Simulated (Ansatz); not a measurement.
The lowest singlet and triplet of CH2O (SMILES C=O); geometries from B3LYP-D3(BJ)/def2-TZVP, each state relaxed from the structure named, with no frequency check.
Singlet at the triplet's geometry (charge 0, multiplicity 1):
```xyz
4

C     -0.580     0.110     0.001
O      0.706    -0.134    -0.001
H     -1.263    -0.733     0.001
H     -0.906     1.145     0.001
```

A positive gap puts the triplet lower; no zero-point energy. U- takes an unrestricted singlet (broken symmetry where lower, unprojected). The triplet is unrestricted in single-reference levels.

Frozen-core correlation.

Codes used: Ansatz (Gaussian basis) for Hartree–Fock, density functionals and correlated methods. 

### Question
One of these levels gives -59.44 kcal/mol for the gap E(singlet) − E(triplet), vertical, at the triplet's geometry. Which?
A) U-BHLYP/def2-TZVPP
B) U-SVWN5/def2-TZVPP
C) U-MP2/cc-pVQZ (spin-contaminated)

### Answer
C, U-MP2/cc-pVQZ (spin-contaminated). The others give -64.76 (U-SVWN5/def2-TZVPP), -53.05 (U-BHLYP/def2-TZVPP)

Ansatz is an electronic-structure program.
